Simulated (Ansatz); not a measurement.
The same path of AlBrClH₃ (6 atoms, charge 0, multiplicity 1) was run twice with different band settings. Lost on the way: Al1–H2, Br5–H6. Made: H2–H6.

These are results of RKS B3LYP-D4/def2-SVP (Ansatz), not measurements.

Relaxed end points:

```xyz
6
Properties=species:S:1:pos:R:3
Al 0.060 0.215 0.030
H 0.149 0.944 1.426
H 1.291 -0.049 -0.921
Cl -1.891 0.048 -0.812
Br 0.236 -2.409 1.144
H -0.902 -2.252 2.002
```

```xyz
6
Properties=species:S:1:pos:R:3
Al 0.002 -0.739 -0.238
H -0.547 0.245 1.883
H 1.335 0.063 -0.384
Cl -1.831 0.141 -0.797
Br 0.026 -2.939 0.277
H -0.042 -0.273 2.129
```

Common settings: movable images 7; climbing image yes; spring 5.0 eV/Å²; optimiser quadratic models (default); start path through a guess of the saddle point; iteration limit 60; end points relaxed.

| run | force threshold |
| --- | --- |
| 1 | 0.05 eV/Å |
| 2 | 0.5 eV/Å |

(1) What does each run give, and how far can it be trusted?

## Answers

(1) Run 1: converged after 7 iterations, highest image 0.192 eV above the first end. A vibrational analysis at the climbing image gives one clearly imaginary mode, 478i cm⁻¹: a first-order saddle point.
Run 2: converged after 5 iterations, highest image 0.196 eV above the first end. The threshold of 0.5 eV/Å is loose, so the images may lie well off the minimum-energy path. The order of the stationary point at the top wasn't checked.
The orbitals stay closed-shell, which can raise the energy where a bond breaks towards radicals; this wasn't checked here.
